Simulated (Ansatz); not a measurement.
Consider the ligand exchange at the Si–O bond: `FBO[SiH2][SiH3]` + HI → `[SiH3][SiH2]I` + `OBF`.

Calculated with Ansatz (gas phase, PBE0-D4/def2-TZVP geometries, no zero-point term in ΔE). CCSD(T)/CBS is the MP2 limit (def2-TZVPP, def2-QZVPP) plus CCSD(T) − MP2 in def2-TZVPP, frozen cores. This one scheme is used for every species. DFT in def2-TZVPP. def2 core potentials past Kr. For I outer-core shells are correlated without core-valence functions, which leaves a few kJ/mol of doubt a bond. Each species was taken in one conformer, which may not be the lowest.

`FBO[SiH2][SiH3]`:

Cartesian coordinates in Å:
```
F 1.933 -0.875 0.365
B 1.033 -1.618 1.013
O -0.266 -1.299 0.960
Si -1.178 -0.104 0.236
Si 0.096 1.411 -1.020
H 1.418 -2.563 1.633
H -1.902 0.596 1.328
H -2.173 -0.795 -0.624
H 0.807 0.718 -2.125
H 1.075 2.123 -0.160
H -0.844 2.408 -1.605
```

HI:

Cartesian coordinates in Å:
```
I -0.181 0.207 -0.757
H 0.181 -0.207 0.757
```

`[SiH3][SiH2]I`:

Z-matrix (Å, degrees):
```
Si
Si 1 2.335
H 1 1.485 2 109.1
H 1 1.488 2 110.3 3 120.1
H 1 1.485 2 109.0 3 -119.7
I 2 2.450 1 107.7 3 59.9
H 2 1.485 1 112.4 3 -58.4
H 2 1.485 1 112.4 3 178.3
```

`OBF`:

Z-matrix (Å, degrees):
```
B
O 1 1.344
F 1 1.332 2 120.3
H 1 1.192 2 120.1 3 -180.0
H 2 0.963 1 113.4 3 -0.0
```

```
        level  ΔE (kcal/mol)
       B2PLYP           -1.2
HF/def2-TZVPP            0.6
```

(1) What does CCSD(T)/CBS give? (Estimate.)

Largest T1 diagnostic among the species: 0.013.

## Answers

(1) Computed: -2.7 kcal/mol. The listed levels differ from it by 1.5, 3.3 kcal/mol.

In def2-TZVPP, CCSD(T) changes the Hartree–Fock value by −1.5 kcal/mol (the triples alone add −0.5 kcal/mol) and MP2 by −3.6 kcal/mol.
